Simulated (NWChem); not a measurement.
YF2 cation; SMILES [F][Y+][F]

All runs: NWChem. All runs use the structure optimised with PBE-D3(BJ)/def2-SVP. This spin state was assumed; another may lie lower. def2 effective core potentials on Y; no spin-orbit coupling. Vertical excitations in the gas phase.

**Question.** Predict the results for B3LYP/def2-SVP, TDA. Quantities: lowest excitation, singlet (eV); oscillator strength of that lowest state; lowest triplet (eV); orbital gap (eV).

**Answer.** 
* **lowest excitation, singlet (eV)**: 6.17
* **oscillator strength of that lowest state**: 0.004
* **lowest triplet (eV)**: 6.13
* **orbital gap (eV)**: 7.34
